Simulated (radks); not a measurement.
All-electron atom: Hf1.75+ in [Xe] 4f14 5d(up 1, down 1) 6s(up 0.25, down 0) (fractional occupations, a model configuration). Calculated with a radial shooting solver on a logarithmic mesh with Libxc functionals: scalar-relativistic Kohn-Sham, PBE, spin-polarised, spherical densities, point nucleus.

Normalised radial functions P(r) = r R(r), r in bohr:

r,4f down,6s up
0.003679,0.0000,0.0489
0.004987,0.0000,0.0562
0.006758,0.0000,0.0614
0.009159,0.0000,0.0618
0.01241,0.0001,0.0538
0.01682,0.0005,0.0336
0.0228,0.0014,-0.0007
0.03065,0.0038,-0.0442
0.04154,0.0106,-0.0851
0.0563,0.0280,-0.0961
0.07631,0.0692,-0.0505
0.1034,0.1567,0.0478
0.1402,0.3196,0.1333
0.19,0.5733,0.1041
0.2574,0.8836,-0.0599
0.3461,1.1409,-0.1980
0.4691,1.2317,-0.1174
0.6357,1.1012,0.1549
0.8616,0.8276,0.3300
1.168,0.5284,0.1823
1.583,0.2843,-0.2150
2.145,0.1256,-0.5738
2.907,0.0434,-0.6575
3.908,0.0112,-0.4709
5.296,0.0017,-0.2067
7.178,0.0001,-0.0492
9.728,0.0000,-0.0053

4f down: eigenvalue -29.765 eV, 0 radial nodes, <r> = 0.676 bohr, 90 % of the charge inside 1.15 bohr. 6s up: eigenvalue -15.917 eV, 5 radial nodes at r = 0.0227, 0.0903, 0.234, 0.540, 1.36 bohr, <r> = 3.05 bohr, 90 % of the charge inside 4.41 bohr.
